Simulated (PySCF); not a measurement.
(H3Si)2NMe, CH9NSi2.
Z-matrix (Å and degrees, PBE0-D3(BJ)/def2-SVP geometry), rows numbered from 1:
```
Si
H   1  1.4998
H   1  1.4911  2  108.89
H   1  1.4972  2  106.94  3  -119.31
N   1  1.7444  2  112.80  3   120.47
C   5  1.4582  1  117.19  2    67.08
Si  5  1.7447  1  124.85  2  -104.31
H   7  1.4998  5  113.02  1   103.16
H   7  1.4912  5  108.50  1   -17.44
H   7  1.4970  5  109.13  1  -137.96
H   6  1.1032  5  111.00  1   154.57
H   6  1.1035  5  111.01  1    36.08
H   6  1.1062  5  112.95  1   -84.71
```

The closed-shell ground state was solved at several levels (PySCF, density fitting, gas phase, non-relativistic).

```csv
level,basis functions,total energy (Eh),HOMO (eV),LUMO (eV),gap (eV),dipole (D)
PBE0/pcSseg-1,127,-676.8735,-7.01,0.25,7.26,0.81
wB97X-D/pcSseg-1,127,-677.2045,-8.87,2.05,10.92,0.82
```

What might wB97X-D/def2-SVPD (160 basis functions) give for the same quantities?

Total energy -676.9912 Eh, HOMO -8.87 eV, LUMO 1.77 eV, gap 10.64 eV, dipole 0.81 D.

Over all these levels, which gives the widest orbital gap and which the narrowest?

wB97X-D/pcSseg-1 (range-separated hybrid) has the widest, 10.92 eV, and PBE0/pcSseg-1 (global hybrid, 25 % exact exchange) the narrowest, 7.26 eV. The two share the basis. From the narrowest to the widest the HOMO moves by -1.86 eV and the LUMO by +1.80 eV.

How far do the dipole and the HOMO energy spread over the levels?

The dipole runs from 0.81 to 0.82 D (mean 0.81 D) and the HOMO from -8.87 to -7.01 eV.

Note: wB97X-D ran without an empirical dispersion term, which enters the total energy and its gradient alone.
